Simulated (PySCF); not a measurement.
Delta-SCF ions had no search for a lower state. 

# H12GeSi4, SMILES `[SiH3][Ge]([SiH3])([SiH3])[SiH3]` (charge 0, multiplicity 1)

The numbers are results of PBE0-D3(BJ)/def2-TZVP // PBE0-D3(BJ)/def2-SVP (PySCF 2.14.0), not measurements.

```yaml
HOMO: -7.89 eV
dipole_moment: 0.01 D
HOMO–LUMO gap: 7.61 eV
LUMO: -0.28 eV
S1 excitation (TDA): 6.50 eV
S1 oscillator strength: 0.002
vertical ionisation energy (Delta-SCF): 9.40 eV
total_energy: -88205.50 eV
cost: around 9 core-minutes (rough)
```

Bond lengths (Å): Si1–Ge2 2.381, Si1–H6 1.495, Si1–H7 1.495, Si1–H8 1.495, Ge2–Si3 2.381, Ge2–Si4 2.381, Ge2–Si5 2.381, Si3–H9 1.495, Si3–H10 1.495, Si3–H11 1.495, Si4–H12 1.495, Si4–H13 1.495, Si4–H14 1.495, Si5–H15 1.495, Si5–H16 1.495, Si5–H17 1.495. Bond angles (°): Ge2–Si1–H6 110.1, Ge2–Si1–H7 110.0, Ge2–Si1–H8 110.0, H6–Si1–H7 108.9, H6–Si1–H8 108.9, H7–Si1–H8 108.9, Si1–Ge2–Si3 109.5, Si1–Ge2–Si4 109.4, Si1–Ge2–Si5 109.3, Si3–Ge2–Si4 109.3, Si3–Ge2–Si5 109.6, Si4–Ge2–Si5 109.7, Ge2–Si3–H9 109.9, Ge2–Si3–H10 110.1, Ge2–Si3–H11 110.2, H9–Si3–H10 108.9, H9–Si3–H11 108.9, H10–Si3–H11 108.9, Ge2–Si4–H12 110.1, Ge2–Si4–H13 109.9, Ge2–Si4–H14 110.2, H12–Si4–H13 108.9, H12–Si4–H14 108.9, H13–Si4–H14 108.9, Ge2–Si5–H15 110.3, Ge2–Si5–H16 110.0, Ge2–Si5–H17 109.8, H15–Si5–H16 108.9, H15–Si5–H17 108.9, H16–Si5–H17 108.9.
Charge 0, spin multiplicity 1.
